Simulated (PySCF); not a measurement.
**Ce(OH)4 at several levels of theory**

Computed with PySCF 2.14.0 (density fitting, no spin-orbit coupling) at the geometry relaxed with B3LYP:

```xyz
9
Ce(OH)4 (singlet)
Ce    0.0000    0.0000    0.0000
O     1.3166    1.0795    1.2012
H     1.9193    1.5854    1.7516
O    -1.3166   -1.0795    1.2012
H    -1.9193   -1.5854    1.7516
O     1.0795   -1.3166   -1.2012
H     1.5854   -1.9193   -1.7516
O    -1.0795    1.3166   -1.2012
H    -1.5854    1.9193   -1.7516
```

```json
{"level": "B3LYP", "basis": "Ce lcecp-2-SVP with ECP46, O def2-SVP, H def2-SVP", "state": "singlet", "HOMO (eV)": "–", "gap (eV)": "–", "charge on Ce1 (e)": "1.41", "population of f-type functions on Ce1 (polarisation alone where 4f lies in the core)": "0.19", "dipole about the centre of mass (D)": "0.00", "largest force component (eV/Å)": "0.01"}
{"level": "revPBE", "basis": "the same", "state": "singlet", "HOMO (eV)": "–", "gap (eV)": "–", "charge on Ce1 (e)": "1.26", "population of f-type functions on Ce1 (polarisation alone where 4f lies in the core)": "0.19", "dipole about the centre of mass (D)": "0.00", "largest force component (eV/Å)": "0.26"}
{"level": "PBE0", "basis": "the same", "state": "singlet", "HOMO (eV)": "–", "gap (eV)": "–", "charge on Ce1 (e)": "1.50", "population of f-type functions on Ce1 (polarisation alone where 4f lies in the core)": "0.19", "dipole about the centre of mass (D)": "0.00", "largest force component (eV/Å)": "0.12"}
{"level": "PBE", "basis": "the same", "state": "singlet", "HOMO (eV)": "–", "gap (eV)": "–", "charge on Ce1 (e)": "1.22", "population of f-type functions on Ce1 (polarisation alone where 4f lies in the core)": "0.19", "dipole about the centre of mass (D)": "0.00", "largest force component (eV/Å)": "0.25"}
{"level": "B3LYP", "basis": "Ce lcecp-2-TZVP with ECP46, O def2-TZVP, H def2-TZVP", "state": "singlet", "HOMO (eV)": "–", "gap (eV)": "–", "charge on Ce1 (e)": "1.94", "population of f-type functions on Ce1 (polarisation alone where 4f lies in the core)": "0.21", "dipole about the centre of mass (D)": "0.00", "largest force component (eV/Å)": "0.36"}
{"level": "B3LYP", "basis": "Ce x2c-SVPall, O x2c-SVPall, H x2c-SVPall", "state": "singlet", "HOMO (eV)": "-8.02", "gap (eV)": "4.86", "charge on Ce1 (e)": "0.90", "population of f-type functions on Ce1 (polarisation alone where 4f lies in the core)": "0.89", "dipole about the centre of mass (D)": "0.00", "largest force component (eV/Å)": "0.09"}
```

In the lcecp rows the 4f levels are missing from HOMO and gap, and the state counts the valence alone.

Charges are Mulliken's, which hang on the basis. The relaxation used the grid (50, 194), these runs (75, 302) or, all-electron (x2c bases, spin-free X2C Hamiltonian), (99, 590).

**Question.** What does M06-L with Ce lcecp-2-SVP with ECP46, O def2-SVP, H def2-SVP give here?

**Answer.** state singlet, charge on Ce1 (e) 1.61, population of f-type functions on Ce1 (polarisation alone where 4f lies in the core) 0.18, dipole about the centre of mass (D) 0.00, largest force component (eV/Å) 0.13. Time: 9.1 s on 2 threads of Arm Neoverse V1 (shared host), from an already converged density.
